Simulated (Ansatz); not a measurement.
```yaml
crystal:
  periodic: [false, false, false]
  atoms:
    - {symbol: N, position_ang: [1.858655, -1.400179, 0.954343]}
    - {symbol: C, position_ang: [1.039986, -0.738006, 0.530683]}
    - {symbol: Si, position_ang: [-0.334438, 0.300783, -0.156348]}
    - {symbol: Cl, position_ang: [-1.731220, -0.987080, -0.916890]}
    - {symbol: Cl, position_ang: [0.408615, 1.356500, -1.676994]}
    - {symbol: Cl, position_ang: [-1.123339, 1.396025, 1.263323]}
basis:
  gaussian: {orbitals: def2-TZVPD}
total_charge: 1
magnetization: {spin_polarized: true, initial_magnetization: 1}
hamiltonian: {xc: {name: PBE0}, dispersion: d3bj}
```

```sh
$ ansatz run in.yaml --threads 4 --pin off --events-out ev --progress --plain --max-ram 10444MiB
```

Shortened log:

```
Functional definition: PBE0
1573 factors; their error is unknown
mean field evaluation 1: about -47941.8102 eV, gradient 3.7e1 eV
mean field evaluation 2: about -47910.6716 eV, gradient 7.8e1 eV
mean field evaluation 4: about -47947.7870 eV, gradient 7.6e0 eV
mean field evaluation 8: about -47948.1399 eV, gradient 2.2e-1 eV
mean field evaluation 16: about -47948.0606 eV, gradient 3.2e0 eV
mean field evaluation 64: about -47948.2462 eV, gradient 8.6e-1 eV
mean field -47948.25545997 eV, -1762.0658876590 hartree, gradient 6.0e-6 eV, S^2 0.756272; 9 other end points of the search recorded, 0 dependent functions left out
reference -47948.25550288 eV, -1762.0658892359 hartree; 39, 38 occupied and 216, 217 virtual orbitals, 1573 factors
Total energy: -47948.49241871 eV, -1762.0745957321 hartree
```

It took 38 s on 4 threads of an Intel Xeon 6975P-C on a shared host, with 1.7 GiB of host memory at the peak.
